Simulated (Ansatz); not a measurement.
The same molecule with X = F, Cl, Br. Ansatz, PBE0-D4/def2-TZVP geometries, multiplicity 1. Each molecule was computed in one conformer, which needn't be the lowest.

Scalar relativity is left out up to krypton.

```json
{"X": "F", "molecule": "`O=CBF`", "mean X–B bond length / Å": "1.315", "HOMO energy (ωB97M-V/def2-TZVPP) / eV": "-9.91", "LUMO energy (B3LYP/def2-TZVPP) / eV": "-3.19", "HOMO energy (B3LYP/def2-TZVPP) / eV": "-7.32"}
{"X": "Br", "molecule": "`O=CBBr`", "mean X–B bond length / Å": "1.892", "HOMO energy (ωB97M-V/def2-TZVPP) / eV": "-9.80", "LUMO energy (B3LYP/def2-TZVPP) / eV": "-2.77", "HOMO energy (B3LYP/def2-TZVPP) / eV": "-7.24"}
```

**Question.** Give the row for X = Cl, `O=CBCl`. (An estimate is asked.)

**Answer.** The calculation gave: 
```
 X  molecule  mean X–B bond length / Å  HOMO energy (ωB97M-V/def2-TZVPP) / eV  LUMO energy (B3LYP/def2-TZVPP) / eV  HOMO energy (B3LYP/def2-TZVPP) / eV
Cl  `O=CBCl`                     1.733                                  -9.81                                -2.73                                -7.24
```

From F to Br the mean X–B bond length rises at each step, by 0.577 Å in all; the HOMO energy (ωB97M-V/def2-TZVPP) rises at each step, by 0.11 eV in all; the LUMO energy (B3LYP/def2-TZVPP) isn't monotonic: highest at Cl, lowest at F; the HOMO energy (B3LYP/def2-TZVPP) isn't monotonic: highest at Cl, lowest at F. Bonds lengthen as the atom grows down the group.

B3LYP here is the variant with VWN-RPA as its local correlation; programs differ in this.

Spin–orbit coupling is left out; it splits and shifts lone-pair levels of the heavy atoms by tenths of an eV.
